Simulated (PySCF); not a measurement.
Computed shifts of a molecule C4H7FO2, PBE0/pcSseg-1 (PySCF), GIAO, gas phase, equivalent atoms averaged, in ppm (number of nuclei): ¹³C: 173.6 (1), 76.0 (1), 73.5 (1), 65.3 (1). ¹⁹F: -90.1 (1). ¹H: 4.32 (1), 4.28 (1), 4.22 (2), 3.84 (1), 3.80 (1), 1.66 (1). References: ¹³C against TMS (σ = 186.3 ppm); ¹⁹F against CFCl3 (σ = 167.2 ppm); ¹⁷O against H2O (σ = 334.2 ppm); ¹H against TMS (σ = 31.56 ppm), references at their B3LYP-D3(BJ)/def2-TZVP geometries, non-relativistic. Geometry optimised at B3LYP-D3(BJ)/def2-SVP. Other conformers were not sampled.

Pick the molecule that these values belong to.
A. CO[C@H]1[C@H](O)[C@@H]1F
B. C[C@@]1(F)[C@H](O)[C@@H]1O
C. OCC1(F)COC1
D. C=C(F)OCCO

D, C=C(F)OCCO
